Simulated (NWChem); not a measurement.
Species: SiNH₄, doublet; SMILES [NH][SiH3]

```xyz
6

N     -0.0263    -1.2492    -0.1098
Si    -0.0097     0.5170    -0.0270
H      0.7605    -1.6836     0.3894
H     -0.6559     0.8983     1.2640
H     -0.8199     1.0525    -1.1472
H      1.3508     1.1318    -0.0669
```
Atoms are numbered in this order, from 1.

All runs: NWChem. Pople sets run with spherical d functions. Spin-unrestricted. The geometry was optimised at B3LYP/6-31G* (spherical d), spin-unrestricted. No stability test was run on the SCF state. Solvent water, SMD (1 M gas to 1 M solution), gas-phase geometry. Reactions with the solvent are ignored.

Taking PBE0/6-311++G** as the yardstick, which of these has the fewest basis functions while keeping “solvation free energy (kcal/mol)” within 1.0 kcal/mol of it: PBE0/6-31G*; PBE0/STO-3G; PBE0/6-31+G*; PBE0/6-311G**; PBE0/3-21G?

PBE0/3-21G.
| level | basis functions | solvation free energy (kcal/mol) |
|---|---|---|
| PBE0/STO-3G | 18 | -0.5 |
| PBE0/3-21G | 30 | -2.3 |
| PBE0/6-31G* | 40 | -1.7 |
| PBE0/6-31+G* | 48 | -2.4 |
| PBE0/6-311G** | 68 | -1.8 |
| PBE0/6-311++G** | 80 | -2.2 |

The yardstick is one finite set, not the basis-set limit.
